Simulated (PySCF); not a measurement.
HfF₃, SMILES [F][Hf+]([F])[F], charge +1, multiplicity 1. Geometry: PBE0-D3(BJ)/def2-TZVP. The multiplicity is an assumed one; other spin states were not compared. The isomer is the one that the SMILES or the coordinates give; other isomers of the formula were not compared. The def2 effective core potentials stand for the cores of Hf; spin–orbit coupling is left out.

Problem. Give the equilibrium geometry at PBE0-D3(BJ)/def2-TZVP (PySCF confirms it by a frequency run) as bond lengths and angles, and its point group. (The exact figures need the calculation; the answer reports its results.)

Solution. point group C3v.
Atoms: Hf1 F2 F3 F4. Bonds (Å): Hf1–F2 1.840, Hf1–F3 1.840, Hf1–F4 1.840. Bond angles (°): F2–Hf1–F3 108.6, F2–Hf1–F4 108.6, F3–Hf1–F4 108.6.
Charge +1, spin multiplicity 1.
